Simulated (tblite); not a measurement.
Input of a run (GFN2-xTB geometry optimisation, gas phase (tblite 0.8.0)), started from a force field or distance geometry:
```
{"job": {"kind": "relax", "xc": "GFN2-xTB", "basis": "xTB"}, "charge": 0, "multiplicity": 1}
C     -3.428800     0.318200     0.014900
C     -2.706400    -0.939800     0.384200
C     -1.267300    -0.971300    -0.106200
O     -0.504200     0.087900     0.376400
P      1.059000     0.002300    -0.197000
O      1.147800     0.265500    -1.710400
O      1.638500    -1.576300     0.008400
C      3.040600    -1.561400     0.016400
O      2.053800     1.144700     0.558200
Si     1.959800     2.600100    -0.332400
H     -4.248100     0.064900    -0.706400
H     -3.882300     0.737900     0.927800
H     -2.806000     1.073400    -0.481200
H     -3.240500    -1.791700    -0.051400
H     -2.698300    -1.001900     1.496600
H     -1.198200    -0.975200    -1.199700
H     -0.843600    -1.930500     0.249100
H      3.370300    -2.236400     0.826700
H      3.369100    -1.920100    -0.968100
H      3.365000    -0.504700     0.152900
H      1.172700     2.411100    -1.575900
H      1.320100     3.691200     0.397900
H      3.322300     3.039300    -0.711500
```

Output (eV, eV/Å):
```
step      E/eV     max force
  0    -975.65765    3.909
  1    -976.17399    2.143
  2    -976.42962    1.339
  3    -976.64157    1.208
  4    -976.76333    1.358
  5    -976.94763    0.881
  6    -977.00266    0.651
  7    -977.11822    0.637
  8    -977.17321    0.606
  9    -977.22183    0.356
 10    -977.24550    0.325
 11    -977.26903    0.465
 12    -977.29397    0.476
 13    -977.31792    0.321
 14    -977.33212    0.217
 15    -977.34286    0.219
 16    -977.35452    0.250
 17    -977.36644    0.275
 18    -977.37937    0.267
 19    -977.39330    0.246
 20    -977.40783    0.338
 21    -977.42047    0.264
 22    -977.42892    0.208
 23    -977.43491    0.181
 24    -977.44023    0.147
 25    -977.44466    0.143
 26    -977.44831    0.130
 27    -977.45137    0.128
 28    -977.45411    0.086
 29    -977.45657    0.122
 30    -977.45890    0.113
 31    -977.46141    0.124
 32    -977.46427    0.126
 33    -977.46707    0.101
 34    -977.46930    0.114
 35    -977.47243    0.149
 36    -977.47579    0.149
 37    -977.47908    0.132
 38    -977.48184    0.129
 39    -977.48427    0.101
 40    -977.48712    0.144
 41    -977.49073    0.149
 42    -977.49428    0.125
 43    -977.49714    0.109
 44    -977.49954    0.117
 45    -977.50186    0.141
 46    -977.50480    0.112
 47    -977.50827    0.105
 48    -977.51030    0.111
 49    -977.51285    0.130
 50    -977.51553    0.117
 51    -977.51796    0.115
 52    -977.51983    0.096
 53    -977.52120    0.097
 54    -977.52298    0.107
 55    -977.52543    0.100
 56    -977.52763    0.091
 57    -977.52968    0.096
 58    -977.53159    0.084
 59    -977.53322    0.080
 60    -977.53450    0.079
 61    -977.53578    0.113
 62    -977.53737    0.112
 63    -977.53910    0.096
 64    -977.54085    0.096
 65    -977.54199    0.099
 66    -977.54352    0.113
 67    -977.54515    0.079
 68    -977.54621    0.046
 69    -977.54664    0.038
 70    -977.54689    0.040
 71    -977.54721    0.041
 72    -977.54763    0.055
 73    -977.54812    0.065
 74    -977.54865    0.060
 75    -977.54923    0.053
 76    -977.54995    0.058
 77    -977.55083    0.065
 78    -977.55163    0.060
 79    -977.55213    0.050
 80    -977.55244    0.042
 81    -977.55275    0.045
 82    -977.55310    0.046
 83    -977.55342    0.043
 84    -977.55361    0.028
 85    -977.55374    0.027
 86    -977.55389    0.029
 87    -977.55422    0.047
 88    -977.55469    0.070
 89    -977.55535    0.081
 90    -977.55603    0.073
 91    -977.55674    0.062
 92    -977.55756    0.065
 93    -977.55869    0.077
 94    -977.55999    0.080
 95    -977.56117    0.065
 96    -977.56204    0.070
 97    -977.56242    0.084
 98    -977.56333    0.062
 99    -977.56395    0.046
100    -977.56439    0.034
101    -977.56462    0.032
102    -977.56486    0.033
103    -977.56516    0.033
104    -977.56545    0.028
105    -977.56561    0.032
106    -977.56575    0.031
107    -977.56592    0.028
108    -977.56611    0.022
109    -977.56629    0.024
110    -977.56642    0.027
111    -977.56654    0.027
112    -977.56670    0.025
113    -977.56683    0.020
114    -977.56693    0.018
115    -977.56700    0.018
116    -977.56710    0.019
117    -977.56725    0.025
118    -977.56744    0.035
119    -977.56764    0.037
120    -977.56785    0.034
121    -977.56809    0.033
122    -977.56837    0.038
123    -977.56867    0.040
124    -977.56893    0.037
125    -977.56914    0.030
126    -977.56936    0.036
127    -977.56963    0.038
128    -977.56997    0.039
129    -977.57040    0.046
130    -977.57091    0.046
131    -977.57150    0.052
132    -977.57218    0.050
133    -977.57299    0.063
134    -977.57399    0.070
135    -977.57505    0.099
136    -977.57628    0.097
137    -977.57768    0.081
138    -977.57860    0.088
139    -977.57970    0.075
140    -977.58087    0.055
141    -977.58207    0.055
142    -977.58255    0.053
143    -977.58308    0.042
144    -977.58362    0.038
145    -977.58390    0.040
146    -977.58445    0.037
147    -977.58495    0.039
148    -977.58524    0.028
149    -977.58538    0.025
150    -977.58547    0.028
151    -977.58557    0.030
152    -977.58574    0.024
153    -977.58592    0.027
154    -977.58612    0.031
155    -977.58629    0.033
156    -977.58646    0.033
157    -977.58664    0.025
158    -977.58683    0.026
159    -977.58704    0.029
160    -977.58725    0.030
161    -977.58747    0.030
162    -977.58776    0.041
163    -977.58817    0.046
164    -977.58868    0.042
165    -977.58917    0.040
166    -977.58952    0.034
167    -977.58976    0.032
168    -977.59002    0.032
169    -977.59032    0.041
170    -977.59058    0.034
171    -977.59079    0.025
172    -977.59093    0.019
173    -977.59110    0.020
174    -977.59131    0.026
175    -977.59163    0.031
176    -977.59194    0.039
177    -977.59224    0.045
178    -977.59258    0.044
179    -977.59303    0.043
180    -977.59362    0.049
181    -977.59430    0.061
182    -977.59475    0.076
183    -977.59527    0.082
184    -977.59577    0.039
185    -977.59623    0.039
186    -977.59667    0.034
187    -977.59711    0.038
188    -977.59741    0.034
189    -977.59768    0.036
190    -977.59806    0.045
191    -977.59861    0.054
192    -977.59915    0.051
193    -977.59954    0.048
194    -977.60012    0.061
195    -977.60101    0.059
196    -977.60218    0.066
197    -977.60287    0.075
198    -977.60360    0.062
199    -977.60377    0.066
200    -977.60448    0.045
201    -977.60488    0.034
202    -977.60530    0.037
203    -977.60578    0.047
204    -977.60629    0.047
205    -977.60684    0.042
206    -977.60731    0.041
207    -977.60760    0.102
208    -977.60810    0.057
209    -977.60862    0.048
210    -977.60937    0.041
211    -977.60976    0.041
212    -977.61032    0.041
213    -977.61074    0.056
214    -977.61113    0.068
215    -977.61138    0.038
216    -977.61158    0.036
217    -977.61173    0.028
218    -977.61191    0.023
219    -977.61211    0.031
220    -977.61240    0.040
221    -977.61289    0.057
222    -977.61358    0.058
223    -977.61447    0.091
224    -977.61447    0.137
225    -977.61671    0.065
226    -977.61844    0.065
227    -977.62020    0.281
228    -977.62049    0.148
229    -977.62208    0.097
230    -977.62438    0.115
231    -977.62534    0.163
232    -977.62758    0.113
233    -977.63288    0.161
234    -977.63616    0.192
235    -977.61576    0.628
236    -977.63901    0.198
237    -977.64004    0.135
238    -977.64385    0.121
239    -977.64611    0.265
240    -977.64857    0.082
241    -977.65006    0.080
242    -977.65180    0.137
243    -977.65342    0.070
244    -977.65448    0.089
245    -977.65590    0.070
246    -977.65670    0.042
247    -977.65700    0.068
248    -977.65755    0.046
249    -977.65812    0.040
250    -977.65844    0.042
251    -977.65876    0.033
252    -977.65895    0.023
253    -977.65911    0.020
254    -977.65927    0.026
255    -977.65947    0.032
256    -977.65966    0.030
257    -977.65982    0.025
258    -977.65995    0.022
259    -977.66008    0.028
260    -977.66020    0.022
261    -977.66034    0.020
262    -977.66050    0.019
263    -977.66061    0.020
264    -977.66074    0.021
265    -977.66088    0.023
266    -977.66111    0.028
267    -977.66146    0.034
268    -977.66199    0.046
269    -977.66263    0.050
270    -977.66325    0.056
271    -977.66381    0.053
272    -977.66430    0.040
273    -977.66470    0.033
274    -977.66496    0.031
275    -977.66515    0.032
276    -977.66532    0.030
277    -977.66554    0.027
278    -977.66575    0.027
279    -977.66593    0.029
280    -977.66613    0.034
281    -977.66635    0.023
282    -977.66662    0.023
283    -977.66676    0.028
284    -977.66686    0.027
285    -977.66694    0.024
286    -977.66704    0.020
287    -977.66714    0.027
288    -977.66723    0.020
289    -977.66728    0.024
290    -977.66733    0.012
291    -977.66736    0.009
```

Task: Summarise the run.

Result: The energy falls by 2.010 eV over 291 L-BFGS steps, the largest force on an atom goes from 3.91 to 0.009 eV/Å, and the atoms move by 0.954 Å rms after alignment. The bond that changes most is P5–O9 (ends: phosphoryl phosphorus; oxygen bonded to P and Si), which shortens by 0.121 Å. Bonds longer at the end by more than 0.005 Å: 3 of 22; shorter: 15. Among the angles that change most is P5–O9–Si10, from 108.1° to 130.0°. Among the dihedrals that turn most is P5–O7–C8–H20, from 15° to 156°. The energy rose by more than 1e-5 eV at step 235. The first step brought 26 % of the lowering.

Task: What are the final bond lengths?

Result: C1–C2 1.522 Å, C2–C3 1.524 Å, C3–O4 1.421 Å, O4–P5 1.591 Å, P5=O6 1.461 Å, P5–O7 1.600 Å, O7–C8 1.416 Å, P5–O9 1.571 Å, O9–Si10 1.639 Å, C1–H11 1.088 Å, C1–H12 1.088 Å, C1–H13 1.087 Å, C2–H14 1.092 Å, C2–H15 1.092 Å, C3–H16 1.095 Å, C3–H17 1.095 Å, C8–H18 1.092 Å, C8–H19 1.092 Å, C8–H20 1.090 Å, Si10–H21 1.462 Å, Si10–H22 1.460 Å, Si10–H23 1.462 Å. Numbering counts from 1 in the input's order; the species is `CCCO[P@](OC)(O[SiH3])=O`.

Time: 3.1 s. Hardware: one thread of an Arm Neoverse V1, no GPU, on a shared host.

Its GFN2-xTB frequencies are all real (lowest 26 cm⁻¹). The numbers are those of one conformer. 3 starts were optimised and ended at 0.00, 1.62 and 1.88 kcal/mol (GFN2-xTB); the lowest of these is shown.

These are computed values.
